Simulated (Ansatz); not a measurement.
# Cost against result

Saddle point of SiH₅Cl₂OF, closed shell (SiH₂ClF ([F][SiH2][Cl]) + HCl + H₂O → SiHCl₂F ([F][SiH]([Cl])[Cl]) + H₂O + H₂; bonds formed: Si1–Cl4, H2–H8, O9–H10; bonds broken: Si1–H2, Cl4–H10, H8–O9), PBE0-D4/def2-TZVP structure:

```
10
angstrom
Si -0.9087 0.5104 -0.5646
H 0.4170 -0.2794 -0.9804
Cl -1.6007 -0.1658 -2.4281
Cl 0.5644 1.7702 0.6405
H -1.8154 1.6662 -0.4954
H 0.8699 -1.4018 1.4071
F -1.3646 -0.5422 0.5691
H 0.9274 -0.7156 -0.1353
O 1.4881 -0.9048 0.8489
H 1.4224 0.0628 1.1383
```

Barriers are electronic and count from the start structure reached by relaxing down the imaginary mode.

Program: Ansatz 0.2.0. Basis: as named in each row. Cores are frozen in the correlated methods. B3LYP uses VWN-RPA correlation. Extrapolation: Hartree–Fock as exp(−7.88 √X), correlation as X^−2.97.

Times are rough, for one single point on 8 threads of a shared host (Arm Neoverse V2).

The estimate by CCSD(T) at an estimated basis limit (MP2 extrapolated from triple and quadruple zeta, plus CCSD(T) − MP2 in triple zeta) is 32.87 kcal/mol.

```tsv
method	basis	time (s)	barrier (kcal/mol)	method less estimate
HF	STO-3G	under 1	49.65	16.79
PBE-D4	STO-3G	under 1	12.33	-20.53
SPW92	def2-SVP	under 1	10.60	-22.27
B3LYP-D4	6-31G	under 1	35.67	2.81
PBE-D4	def2-SVP	under 1	20.78	-12.09
PBE0-D4	def2-SVP	under 1	25.11	-7.75
SPW92	def2-TZVPP	under 1	13.37	-19.49
PBE-D4	def2-TZVPP	1	23.19	-9.67
BLYP-D4	def2-TZVPP	1	29.25	-3.62
BHLYP-D4	def2-TZVPP	2	36.04	3.18
B3LYP-D4	def2-TZVPP	2	31.62	-1.25
CAM-B3LYP-D4	def2-TZVPP	2	32.76	-0.11
PBE0-D4	def2-TZVPP	2	26.80	-6.06
r2SCAN-D4	def2-TZVPP	3	24.99	-7.88
CCSD(T)	def2-SVP	3	37.65	4.78
wB97M-V	def2-SVP	3	27.92	-4.95
B2PLYP	def2-TZVPP	3	33.60	0.73
r2SCAN0-D4	def2-TZVPP	3	27.78	-5.08
RPA on PBE	def2-TZVPP	3	35.47	2.61
PBE-QIDH	def2-TZVPP	3	30.27	-2.60
wB97X-V	def2-TZVPP	4	32.09	-0.77
B97M-V	def2-TZVPP	6	28.87	-4.00
wB97M-V	def2-TZVPP	6	30.63	-2.23
MP2	def2-QZVPP	12	31.57	-1.30
CCSD(T)	def2-TZVPP	110	34.29	1.42
```

All methods are single points on the PBE0-D4 structures.

The T1 diagnostic stays at or below 0.011.

Labels in which every atom is bracketed show which atoms are joined, not bond orders.
